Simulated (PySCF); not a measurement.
Exercise with solution: oscillator strength and radiative lifetime

CH4MoO2S, SMILES [O]=[Mo](=[O])([SH])[CH3], multiplicity 1.

The structure is a stationary point at PBE0-D3(BJ)/def2-SVP. The multiplicity is an assumed one; no other spin state was optimised. The structure was generated by enumeration; whether it is a known compound was not checked. The def2 effective core potentials stand for the cores of Mo; spin–orbit coupling is left out. One conformer was computed; it need not be the lowest.

TDA-PBE/def2-SVPD (PySCF) puts the first singlet state with f over 0.02 at 4.18 eV (vertical), with the transition dipole (-0.365, -0.189, 0.574) in atomic units.

Question: Find the oscillator strength, the wavelength and the radiative lifetime that this transition would have in vacuum if emission retraced absorption.

Answer: 
|μ|² = 0.4984 au, so |μ| = 1.79 D. ΔE = 4.18/27.211 = 0.1536 hartree. f = (2/3) ΔE |μ|² = 0.051 (the program prints 0.051).
λ = 1239.84/4.18 = 297 nm; ν = 33714 cm⁻¹.
Einstein's coefficient A = 0.6670 ν² f s⁻¹ (ν in cm⁻¹) = 3.9e7 s⁻¹, so τ = 1/A = 26 ns. This state is S4; the lower singlets have f = 0.011, 0.001, 0.004. The figure is the radiative limit of this one transition; relaxation, internal conversion, crossing to triplets and a medium change what is measured.
